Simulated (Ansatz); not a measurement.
A geometry relaxed with Ansatz (a quantum-chemistry and plane-wave program) with r2SCAN-D4/def2-TZVP, charge 0, multiplicity 1:

```xyz
4

H     -0.9957    -1.1435     0.1046
S      1.8683    -0.1421    -0.1873
H     -0.8141     1.2811     0.0769
Si    -0.0586     0.0045     0.0059
```

Write the SMILES of this molecule.

`[SiH2]=S`
